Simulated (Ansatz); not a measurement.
Computed with Ansatz on PBE0-D4/def2-TZVP structures; ΔE is electronic, products minus reactants. CCSD(T)/CBS adds triple-zeta CCSD(T) − MP2 to the extrapolated MP2 energy (def2 sets, frozen cores). Double bonds are as drawn, so ΔE can hold a change between cis and trans. One conformer a species, not always the lowest.

`C[SiH2]N(C)[SiH3]` + `N/C=C/[SiH3]` → `CN([SiH3])[SiH3]` + `C/C(N)=C\[SiH3]`  (redistribution)

```
            species  CCSD/CBS(def2) energy (Eh)
`C[SiH2]N(C)[SiH3]`                  -715.59572
     `N/C=C/[SiH3]`                  -424.04429
 `CN([SiH3])[SiH3]`                  -676.32509
  `C/C(N)=C\[SiH3]`                  -463.30157
```

(1) Work out ΔE.

Largest T1 diagnostic among the species: 0.012.

Results:

(1) ΔE = (-676.32509) + (-463.30157) − (-715.59572) − (-424.04429) = 0.01335 Eh = +8.4 kcal/mol. CCSD(T)/CBS gives +8.3 kcal/mol.

Leaving LDA and LC-ωPBE aside and taking each functional with its dispersion term where it has one, the values, not all of them listed here, spread over 0.9 kcal/mol, from revPBE-D4 to r2SCAN-D4. LDA lies −1.8 kcal/mol from PBE without D4. At CCSD(T), def2-SVP lies −3.1 kcal/mol from the extrapolated value and def2-TZVPP −0.4 kcal/mol.
